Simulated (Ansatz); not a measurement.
CClF$_{2}$NSn (`N#[C][Sn]([F])([F])[Cl]`) at its PBE0-D4/def2-TZVP geometry, where that method's forces vanish. Charge 0, multiplicity 1. Sn takes the def2 core potential.

```xyz
6

N    -2.2079    1.4593   -0.5180
C    -1.2526    0.8561   -0.2986
Sn    0.4500   -0.2625    0.0972
F     1.3853    0.5438    1.5204
F     1.5957   -0.1650   -1.3955
Cl    0.0296   -2.4317    0.5944
```

**Question.** What forces (eV/Å) does ωB97M-V/def2-TZVPP give on these atoms in Ansatz 0.2.0? (An estimate is asked.)

**Answer.** The calculation gave: 
```
N1   0.206 -0.133  0.050
C2  -0.171  0.113 -0.043
Sn3 -0.066 -0.036  0.005
F4   0.010  0.012  0.021
F5   0.013  0.001 -0.022
Cl6  0.008  0.044 -0.010
```
